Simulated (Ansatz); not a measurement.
Gas-phase electronic energies from Ansatz, PBE0-D4/def2-TZVP geometries. CCSD(T)/CBS is the MP2 limit (def2-TZVPP, def2-QZVPP) plus CCSD(T) − MP2 in def2-TZVPP, frozen cores. This one scheme is used for every species. Functionals use def2-TZVPP. Each species was taken in one conformer, which may not be the lowest.

`C[SiH2]B(N)F` + `C[SiH2]O` → `C[SiH2]OB(N)F` + `C[SiH3]`  (cleavage of the B–Si bond)

```json
{"level": "PBE-D4", "ΔE (kJ/mol)": "-131.5"}
{"level": "r2SCAN-D4", "ΔE (kJ/mol)": "-149.8"}
{"level": "PBE0-D4", "ΔE (kJ/mol)": "-141.5"}
{"level": "ωB97X-V", "ΔE (kJ/mol)": "-148.4"}
{"level": "CCSD(T)/def2-TZVPP", "ΔE (kJ/mol)": "-151.1"}
{"level": "HF/def2-QZVPP", "ΔE (kJ/mol)": "-179.5"}
{"level": "HF/CBS(def2)", "ΔE (kJ/mol)": "-179.6"}
{"level": "CCSD/CBS(def2)", "ΔE (kJ/mol)": "-152.9"}
```

What does CCSD(T)/CBS give? (Best estimate.)

Computed: -149.0 kJ/mol. The listed levels differ from it by 17.5, -0.8, 7.5, 0.6, -2.1, -30.5, -30.6, -3.9 kJ/mol.

Largest T1 diagnostic among the species: 0.012.

From PBE to PBE0 (25 % exact exchange), in def2-TZVPP and without D4, ΔE moves by −10.1 kJ/mol. In def2-TZVPP, CCSD(T) changes the Hartree–Fock value by +27.4 kJ/mol (the triples alone add +3.9 kJ/mol) and MP2 by +24.6 kJ/mol.
